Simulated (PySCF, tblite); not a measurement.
Isomers of C5H4ClF4 (doublet state), one GFN2-xTB conformer each. Single-point energies are computed at B3LYP/pcH-1 (PySCF, gas phase, no added dispersion term), electronic only. GFN2-xTB treats the open shell by occupation alone, and not every SCF solution was tested for stability.

Question: Rank them by B3LYP/pcH-1 energy, lowest first (kcal/mol).
A. `[F:1]/[C:2](=[CH:3]\[CH:4][Cl:5])[CH2:6][C:7]([F:8])([F:9])[F:10]` (doublet state) with C2–C3–C4–Cl5 180°, F1–C2–C6–C7 105°
B. `[F:1]/[C:2]([CH:3][C:4]([F:5])([F:6])[F:7])=[CH:8]\[CH2:9][Cl:10]` (doublet state) with F1–C2–C3–C4 0°, C2–C8–C9–Cl10 -110°
C. `F[C@@H]1C[C](C(F)(F)F)[C@H]1Cl` [radical]

Answer: A (0.0), B (3.6), C (22.4).

As drawn, the highest has a four-membered ring, which the lowest lacks. Neighbours under 5.0 kcal/mol apart (F/C(=C\[CH]Cl)CC(F)(F)F and F/C([CH]C(F)(F)F)=C\CCl) can change places with a better method, another conformer or zero-point energy. GFN2-xTB itself gives, in the same order: 0.0, 9.3, 12.5. Both levels put the same isomer lowest; measured from each level's own lowest isomer, the values differ by up to 9.9 kcal/mol (F[C@@H]1C[C](C(F)(F)F)[C@H]1Cl: 12.5 against 22.4).

Q: What happens when harmonic zero-point energies from GFN2-xTB frequencies are added?

A: 
```
                        SMILES  ZPE (kcal/mol)  electronic (kcal/mol)  with ZPE (kcal/mol)
       F/C(=C\[CH]Cl)CC(F)(F)F            50.4                    0.0                  0.0
       F/C([CH]C(F)(F)F)=C\CCl            50.0                    3.6                  3.2
F[C@@H]1C[C](C(F)(F)F)[C@H]1Cl            50.8                   22.4                 22.8
```

The zero-point energies span 0.8 kcal/mol. The order is unchanged.

Q: As an exercise, what shares would exp(−E/RT) give at 1000 K from these electronic energies alone (no entropy, no degeneracies)?

A: RT = 1.987 kcal/mol: F/C(=C\[CH]Cl)CC(F)(F)F 86.2 %, F/C([CH]C(F)(F)F)=C\CCl 13.8 %, F[C@@H]1C[C](C(F)(F)F)[C@H]1Cl under 0.1 %.
